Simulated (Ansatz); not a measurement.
Total energies of BCl2(CN) (BCNCl₂) from Ansatz at PBE0-D4/def2-TZVP, gas phase (1 Eh = 27.2114 eV = 2625.5 kJ/mol). The reference geometry is relaxed at r2SCAN-D4/def2-SVP.

```
atom    x (Å)    y (Å)    z (Å)
  B1   0.1819  -0.4410   0.1777
 Cl2   0.6922  -0.5395   1.8375
 Cl3   0.2763  -1.8099  -0.8912
  C4  -0.3673   0.8903  -0.3585
  N5  -0.7830   1.9001  -0.7654
```

| state | geometry | energy (Eh) |
| --- | --- | --- |
| charge 0 singlet | reference | -1037.80445 |
| charge 1 doublet | reference | -1037.36525 |
| free B atom (doublet) | – | -24.61828 |
| free Cl atom (doublet) | – | -459.99739 |
| free C atom (triplet) | – | -37.80537 |
| free N atom (quartet) | – | -54.54382 |

Q: Work out the vertical ionisation energy to the doublet.

A: E(charge 1 doublet) − E(charge 0 singlet) = -1037.36525 − (-1037.80445) = 0.43920 Eh = 11.95 eV. For comparison, −ε of the highest occupied level is 9.79 eV at this level, 2.16 eV less.

Q: What is the binding energy per atom against free atoms?

A: Atoms: 1 × (-24.61828) + 2 × (-459.99739) + 1 × (-37.80537) + 1 × (-54.54382) = -1036.96225 Eh. Binding: -1036.96225 − (-1037.80445) = 0.84220 Eh = 22.92 eV, or 4.58 eV for each of 5 atoms (no zero-point energy, no counterpoise term).
